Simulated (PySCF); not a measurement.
Compound: C3H6BFSe.
SMILES with atom numbers: `[F:1][BH:2][C@H:3]1[CH2:4][CH2:5][Se:6]1` (hydrogens: H7 on B2; H8 on C3; H9, H10 on C4; H11, H12 on C5)

Computed by this run: PySCF, PBE0-D3(BJ)/def2-SVP geometry optimisation, gas phase; density fitting, grid level 1; the optimiser is geomeTRIC in internal coordinates, started from a GFN2-xTB structure with every atom displaced at random (about 0.01 Å).

Step 0: E = -71924.8335 eV
```
atom  x, y, z in Å  |  force x, y, z in eV/Å
F1      1.5346    1.5429    0.2210   -0.184   1.254   0.816
B2      1.6876    0.3759   -0.3410   -0.688  -1.067  -0.449
C3      0.6049   -0.7353   -0.1224    1.196   0.035  -0.494
C4     -0.5381   -0.4402    0.7897   -1.637  -0.114   0.386
C5     -1.3795    0.4504   -0.1500    0.804   0.234   0.417
Se6    -0.4071   -0.1307   -1.7735    0.104  -0.120   0.208
H7      2.6431    0.2376   -1.0261    0.543  -0.269  -0.426
H8      0.9353   -1.7712   -0.1953    0.131  -0.238  -0.044
H9     -0.2915    0.0447    1.7518    0.145  -0.027  -0.138
H10    -1.1219   -1.3596    1.0334    0.323   0.338  -0.121
H11    -1.2072    1.5164    0.0286   -0.017   0.173  -0.087
H12    -2.4377    0.2543   -0.1858   -0.719  -0.199  -0.070
```

Step 1: E = -71924.9412 eV
```
atom  x, y, z in Å  |  force x, y, z in eV/Å
F1      1.4048    1.5772    0.2069    0.093  -0.035  -0.001
B2      1.5805    0.3923   -0.4159    0.178   0.211   0.078
C3      0.6503   -0.7894   -0.0595   -0.179  -0.091   0.253
C4     -0.5719   -0.4661    0.8107    0.187  -0.036  -0.098
C5     -1.3091    0.4904   -0.1321   -0.261  -0.087   0.009
Se6    -0.2887   -0.1239   -1.7180   -0.169   0.012  -0.196
H7      2.5433    0.2547   -1.1364    0.013  -0.002  -0.018
H8      1.0028   -1.8258   -0.1145    0.007   0.021  -0.040
H9     -0.3111   -0.0272    1.7861    0.005   0.009   0.041
H10    -1.1701   -1.3698    0.9870   -0.068  -0.026   0.021
H11    -1.1163    1.5542    0.0542    0.053   0.012  -0.031
H12    -2.3918    0.3185   -0.2383    0.140   0.011  -0.018
```

Problem. Estimate the geometry and energy of step 2. (The exact step hangs on the optimiser's Hessian estimate; all steps are aligned on step 1, rigid shifts and turns removed.)

Solution. E = -71924.9454 eV, largest force 0.269 eV/Å
```
atom  x, y, z in Å  |  force x, y, z in eV/Å
F1      1.5419    1.5993    0.2079   -0.136  -0.198  -0.090
B2      1.6199    0.4039   -0.4134    0.063   0.086   0.247
C3      0.6452   -0.7553   -0.0524   -0.045   0.056  -0.025
C4     -0.5842   -0.4663    0.8130    0.072   0.103  -0.082
C5     -1.3462    0.4747   -0.1301   -0.002  -0.025   0.056
Se6    -0.3157   -0.1053   -1.7225    0.030  -0.019  -0.006
H7      2.5659    0.2152   -1.1458   -0.040  -0.026  -0.066
H8      0.9961   -1.7914   -0.1168    0.037  -0.008  -0.050
H9     -0.3360   -0.0286    1.7936   -0.028   0.013   0.005
H10    -1.1693   -1.3820    0.9832    0.022  -0.005   0.006
H11    -1.1744    1.5428    0.0538    0.014   0.014   0.003
H12    -2.4204    0.2781   -0.2402    0.011   0.008   0.002
```

The energy changes by -0.0042 eV. The first-order estimate −F·Δx gives -0.0295 eV and the mean of the old and new forces, exact on a quadratic surface, -0.0051 eV. The step makes an angle of 76° with the force vector and moves no atom by more than 0.139 Å.

The cost below is that of the whole optimisation. On an Arm Neoverse V2 with one thread, on a shared host, this took 63 s wall and 0.52 GiB of memory at its peak.
